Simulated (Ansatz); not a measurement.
`C=N[SiH2]O[SiH3]` at its PBE0-D4/def2-TZVP geometry, where that method's forces vanish. Total charge 0; spin multiplicity 1.

```xyz
12

C    -0.3801   -1.6748   -1.6239
N    -1.2372   -0.7684   -1.4721
Si   -1.0735    0.6644   -0.5217
O     0.3780    0.7902    0.2241
Si    1.2224    0.7081    1.6204
H    -0.5986   -2.5434   -2.2563
H     0.6151   -1.6673   -1.1542
H    -1.2285    1.8137   -1.4405
H    -2.1526    0.6343    0.4955
H     2.2163   -0.3915    1.5215
H     1.9310    1.9925    1.8447
H     0.3079    0.4422    2.7626
```

Q: What forces (eV/Å) does r2SCAN-D4/def2-TZVPP give on these atoms in the Gaussian-basis code of Ansatz? (An estimate is asked.)

A: Ansatz gave: 
```
C1   0.164 -0.199 -0.043
N2  -0.220  0.218  0.027
Si3 -0.058  0.017 -0.015
O4   0.028  0.009 -0.025
Si5  0.043 -0.001  0.064
H6   0.004 -0.017 -0.009
H7   0.042 -0.007  0.015
H8  -0.007 -0.023  0.015
H9   0.011  0.004 -0.024
H10 -0.021  0.029  0.011
H11 -0.012 -0.033  0.002
H12  0.026  0.004 -0.020
```
